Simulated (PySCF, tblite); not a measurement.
C5H7Cl3OSi.
Numbering: `[O:1]=[CH:2][C@@:3]1([SiH3:4])[CH2:5][C@H:6]1[C:7]([Cl:8])([Cl:9])[Cl:10]` (hydrogens: H11 on C2; H12, H13, H14 on Si4; H15, H16 on C5; H17 on C6)

Structure used (GFN2-xTB), in Å, numbered top down from 1:
```
atom  x, y, z in Å
O1    -0.3677    0.0475   -2.4852
C2    -0.4222   -0.6574   -1.5119
C3    -0.5525   -0.1349   -0.1352
Si4   -1.9361    1.1775   -0.0613
C5    -0.2076   -1.0108    1.0300
C6     0.6761    0.1507    0.6989
C7     2.0607   -0.0277    0.1581
Cl8    2.2357   -1.4537   -0.8757
Cl9    3.2059   -0.1908    1.5212
Cl10   2.5280    1.4096   -0.7934
H11   -0.4767   -1.7597   -1.6082
H12   -1.5667    2.2990   -0.9118
H13   -2.0167    1.5764    1.3463
H14   -3.1703    0.5220   -0.4888
H15   -0.7972   -0.9468    1.9321
H16    0.1665   -2.0030    0.8202
H17    0.6338    1.0140    1.3546
```

Method used: PBE0/pcSseg-1 in PySCF (dipole) on a GFN2-xTB geometry, gas phase.

Masses are those of the commonest isotopes; rigid-rotor values at the optimised geometry. The values belong to one conformer with, in the numbering `[O:1]=[CH:2][C@@:3]1([SiH3:4])[CH2:5][C@H:6]1[C:7]([Cl:8])([Cl:9])[Cl:10]`, O1–C2–C3–Si4 48°.

Problem. What are A, B and C (cm⁻¹)?

Solution. Ia = 458.51, Ib = 942.47, Ic = 995.09 u·Å²; 505379 MHz·u·Å²/I gives 1102, 536.2 and 507.9 MHz, that is A = 0.03677, B = 0.01789, C = 0.01694 cm⁻¹.

Problem. Classify the top.

Solution. A near-prolate asymmetric top: κ = (2 × 536.2 − 1102 − 507.9)/(1102 − 507.9) = -0.90.

Problem. What does the inertial defect say?

Solution. Not planar: Δ = Ic − Ia − Ib = -405.89 u·Å². For a rigid frame Δ = −2 Σ m c², so Σ m c² = 202.94 u·Å² lies off the ab plane: 15.52 from hydrogen and 187.43 from heavier atoms. The atom farthest from that plane is 2.34 Å away.

Problem. Give the other two planar moments, Paa and Pbb, and the rms extents of the mass along the axes.

Solution. Paa = Σ m a² = (Ib + Ic − Ia)/2 = 739.53 and Pbb = Σ m b² = (Ia + Ic − Ib)/2 = 255.56 u·Å². With the mass M = 215.93 u, the rms extents √(P/M) along a, b and c are 1.85, 1.09, 0.97 Å.

Problem. Where do the levels up to J = 5 lie, in cm⁻¹?

Solution. Above 0(0,0):
J = 1: 1(0,1) 0.0348, 1(1,1) 0.0537, 1(1,0) 0.0547
J = 2: 2(0,2) 0.1044, 2(1,2) 0.1224, 2(1,1) 0.1253, 2(2,1) 0.1819, 2(2,0) 0.1819
J = 3: 3(0,3) 0.2088, 3(1,3) 0.2255, 3(1,2) 0.2311, 3(2,2) 0.2864, 3(2,1) 0.2865, 3(3,1) 0.3832, 3(3,0) 0.3832
J = 4: 4(0,4) 0.3478, 4(1,4) 0.3628, 4(1,3) 0.3723, 4(2,3) 0.4257, 4(2,2) 0.4262, 4(3,2) 0.5225, 4(3,1) 0.5225, 4(4,1) 0.6579, 4(4,0) 0.6579
J = 5: 5(0,5) 0.5212, 5(1,5) 0.5344, 5(1,4) 0.5486, 5(2,4) 0.5997, 5(2,3) 0.6009, 5(3,3) 0.6968, 5(3,2) 0.6968, 5(4,2) 0.8322, 5(4,1) 0.8322, 5(5,1) 1.0063, 5(5,0) 1.0063
The levels of one J sum to (2J + 1)J(J + 1)(A + B + C)/3.

Problem. Predict some low-J microwave lines.

Solution. The dipole components are |μa| = 0.97 D, |μb| = 2.76 D, |μc| = 1.82 D. Intensities carry the squares of the components, which stand as 0.12 : 1.00 : 0.44 (a : b : c). Some lines, for components of 0.1 D or more:

| type | branch | J(Ka,Kc) | MHz | lower level (cm⁻¹) |
| --- | --- | --- | --- | --- |
| c | Q | 5(1,5) ← 5(0,5) | 396 | 0.521 |
| c | Q | 3(1,3) ← 3(0,3) | 500 | 0.209 |
| c | Q | 1(1,1) ← 1(0,1) | 566 | 0.035 |
| b | Q | 4(1,3) ← 4(0,4) | 735 | 0.348 |
| b | R | 4(2,2) ← 3(3,1) | 1290 | 0.383 |
| b | R | 3(1,2) ← 2(2,1) | 1476 | 0.182 |
| c | Q | 5(2,4) ← 5(1,4) | 1532 | 0.549 |
| c | R | 1(1,0) ← 0(0,0) | 1638 | 0.000 |
| b | Q | 2(2,1) ← 2(1,2) | 1783 | 0.122 |
| b | Q | 5(2,4) ← 5(1,5) | 1957 | 0.534 |
| b | R | 2(1,2) ← 1(0,1) | 2626 | 0.035 |
| c | R | 2(1,1) ← 1(0,1) | 2711 | 0.035 |
| b | Q | 3(3,1) ← 3(2,2) | 2902 | 0.286 |
| b | R | 3(1,3) ← 2(0,2) | 3628 | 0.104 |
| c | R | 3(1,2) ← 2(0,2) | 3798 | 0.104 |
| b | R | 2(2,0) ← 1(1,1) | 3844 | 0.054 |
| c | Q | 5(4,2) ← 5(3,2) | 4058 | 0.697 |
| b | Q | 5(4,1) ← 5(3,2) | 4058 | 0.697 |
| a | R | 5(4,2) ← 4(4,1) | 5223 | 0.658 |
| c | R | 4(2,3) ← 3(1,3) | 6002 | 0.225 |
| c | R | 3(3,0) ← 2(2,0) | 6033 | 0.182 |
| c | R | 3(3,1) ← 2(2,1) | 6034 | 0.182 |
| b | R | 3(3,0) ← 2(2,1) | 6034 | 0.182 |
| b | R | 4(3,2) ← 3(2,1) | 7075 | 0.287 |
| b | R | 4(4,1) ← 3(3,0) | 8238 | 0.383 |
| b | R | 5(4,2) ← 4(3,1) | 9282 | 0.523 |
| b | R | 5(4,1) ← 4(3,2) | 9282 | 0.523 |
| b | R | 5(5,1) ← 4(4,0) | 10442 | 0.658 |

Problem. Estimate the classical rotational partition function at 100 K, 200 K and 298.15 K.

Solution. Point group C1, symmetry number σ = 1; q = (√π/σ)·√((kT/h)³/(ABC)), k/h = 20836.6 MHz/K: 308000 at 100 K, 870000 at 200 K, 1580000 at 298.15 K.

Its GFN2-xTB frequencies are all real (lowest 31 cm⁻¹). These are rigid-rotor constants of the computed structure; measured ground-state constants (B0) also hold zero-point vibration. A rigid rotor knows nothing of internal rotation, which can split or shift real lines. Quadrupole hyperfine structure (35Cl) is left out.
